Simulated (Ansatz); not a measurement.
`[SiH3][CH2][GeH2][Cl]` and `[BH2][GeH2][CH2][SiH3]` differ in one atom or group.

Ansatz, PBE0-D4/def2-TZVP geometries, multiplicity 1. Each molecule was computed in one conformer, which needn't be the lowest.

Scalar relativity is left out up to krypton.

```tsv
property	`[SiH3][CH2][GeH2][Cl]`
HOMO–LUMO gap (ωB97M-V/def2-TZVPP) / eV	12.49
HOMO energy (ωB97M-V/def2-TZVPP) / eV	-10.70
LUMO energy (ωB97M-V/def2-TZVPP) / eV	1.79
size of the dipole moment (PBE/def2-TZVPP) / D	2.38
LUMO energy (B3LYP/def2-TZVPP) / eV	-0.24
HOMO energy (B3LYP/def2-TZVPP) / eV	-8.26
```

Problem. Give the same properties after the change, and the shifts. (Estimate.)

Solution. The calculation gave: 
| property | `[BH2][GeH2][CH2][SiH3]` | shift |
| --- | --- | --- |
| HOMO–LUMO gap (ωB97M-V/def2-TZVPP) / eV | 9.88 | -2.61 |
| HOMO energy (ωB97M-V/def2-TZVPP) / eV | -10.31 | 0.39 |
| LUMO energy (ωB97M-V/def2-TZVPP) / eV | -0.43 | -2.22 |
| size of the dipole moment (PBE/def2-TZVPP) / D | 0.78 | -1.60 |
| LUMO energy (B3LYP/def2-TZVPP) / eV | -2.58 | -2.34 |
| HOMO energy (B3LYP/def2-TZVPP) / eV | -7.95 | 0.31 |

With PBE0 the HOMO rises by 0.36 eV and the LUMO falls by 2.39 eV, so the gap narrows by about 2.75 eV. PBE moves the HOMO by 0.23 eV and ωB97M-V by 0.39 eV. Dipoles are sizes alone; their direction can turn.

B3LYP here is the variant with VWN-RPA as its local correlation; programs differ in this.
